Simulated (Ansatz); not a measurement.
A nudged elastic band was laid between two geometries of CH₇BBrN (11 atoms, charge 0, multiplicity 1).

The calculation used RKS PBE0-D4/def2-SVP in Ansatz 0.2.0.

```
movable images  : 7
climbing image  : yes
spring          : 20.0 eV/Å²
optimiser       : quadratic models (default)
start path      : through a guess of the saddle point
force threshold : 0.03 eV/Å
iteration limit : 60
end points      : relaxed
```

Initial state:

```xyz
11
Properties=species:S:1:pos:R:3
B -0.706 -0.349 -1.087
Br 0.709 0.315 -2.376
H -0.607 -1.545 -0.892
H -1.808 0.035 -1.426
H -0.333 1.395 0.108
N -0.379 0.392 0.311
C 0.849 -0.038 0.996
H -1.192 0.259 0.917
H 1.689 0.103 0.303
H 1.015 0.538 1.917
H 0.763 -1.106 1.229
```

Final state:

```xyz
11
Properties=species:S:1:pos:R:3
B -1.058 -0.834 -0.676
Br 0.979 2.377 -1.742
H -0.412 -1.757 -1.114
H -2.154 -0.550 -1.095
H 0.224 1.334 -1.099
N -0.508 -0.047 0.337
C 0.747 -0.257 1.028
H -1.077 0.695 0.735
H 1.283 -1.091 0.556
H 1.390 0.637 0.980
H 0.586 -0.507 2.090
```

(1) Which bonds break or form, and what moves?

(2) What energy profile does the band end with?

(3) What is the geometry of the highest image?

Results:

(1) Bonds broken: B1–Br2, H5–N6. Bonds formed: Br2–H5. CH7BBrN becomes BrH + CH6BN.

(2) The forces met the threshold. The highest image is number 5 of 0 to 8, 129.6 kJ/mol above the first end and 51.5 kJ/mol above the last; the last end lies 78.2 kJ/mol above the first. Another band between the same ends (7 images) ends at a top of the same energy, where a vibrational analysis finds 1 clearly imaginary mode. The orbitals stay closed-shell, which can raise the energy where a bond breaks towards radicals; this wasn't checked here.

```tsv
image	path coordinate (Å)	energy (kJ/mol)	B1–Br2 (Å)	H5–N6 (Å)	Br2–H5 (Å)
0	0.00	0.0	2.03	1.02	2.90
1	0.51	1.9	2.03	1.02	2.75
2	1.02	6.6	2.03	1.02	2.62
3	1.53	16.5	2.07	1.03	2.35
4	2.04	71.3	2.36	1.07	1.97
5	2.55	129.6	2.81	1.32	1.68
6	3.26	87.3	3.36	1.96	1.45
7	3.98	79.9	3.73	2.13	1.44
8	4.69	78.2	3.95	2.12	1.44
```

(3) 
```xyz
11
Properties=species:S:1:pos:R:3
B -0.852 -0.594 -0.838
Br 0.440 1.470 -2.237
H -0.160 -1.507 -1.199
H -1.974 -0.407 -1.224
H 0.057 1.041 -0.659
N -0.374 0.231 0.289
C 0.761 -0.168 1.114
H -1.094 0.743 0.795
H 1.575 -0.497 0.456
H 1.121 0.683 1.709
H 0.501 -0.994 1.794
```

The run took 110 s on 2 threads of AMD EPYC 9R45 96-Core Processor (Zen 5), with other jobs on the host, peak memory 0.29 GiB.
